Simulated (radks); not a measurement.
Task: Excited configurations of Sr29+: one electron is placed in a higher orbital outside [He] 2s2 2p4. The ground configuration is [He] 2s2 2p5. Method: non-relativistic Kohn-Sham, PBE, spin-polarised, spherical densities, point nucleus; open shells are filled with parallel spins first (spin-orbit coupling, left out, can overturn this in heavy ions); relativity is left out, which matters for an element this heavy; computed with a radial shooting solver on a logarithmic mesh with Libxc functionals. Excitation = E - E(ground); binding = E(ion) - E, where the ion is the core of charge +30; n* = 30/sqrt(2 binding) in atomic units, and the quantum defect is n - n*.

| outer orbital | excitation (eV) | binding (eV) | n* | quantum defect | eigenvalue (eV) | <r> (bohr) |
|---|---|---|---|---|---|---|
| 3p | 2015.9 | 1470.7 | 2.885 | 0.115 | -1443.9 | 0.3860 |
| 5p | 2971.9 | 514.67 | 4.878 | 0.122 | -507.31 | 1.161 |
| 5d | 2984.2 | 502.43 | 4.937 | 0.063 | -494.72 | 1.122 |
| 5f | 2991.8 | 494.83 | 4.975 | 0.025 | -486.02 | 1.040 |
| 7f | 3233.6 | 253.04 | 6.956 | 0.044 | -249.36 | 2.227 |

Estimate the row for 3d.

Result: excitation (eV) 2082.0; binding (eV) 1404.6; n* 2.953; quantum defect 0.047; eigenvalue (eV) -1372.2; <r> (bohr) 0.3354. The Delta-SCF ionisation energy is 3486.6 eV (NIST Atomic Spectra Database: 3497 eV, semi-empirical). Self-interaction in the functional shifts the binding energies and quantum defects, so they are the method's values and not measured ones. Relativity is left out here, which matters for elements this heavy. Open shells are spherical and high-spin; term and fine-structure splittings are not resolved.
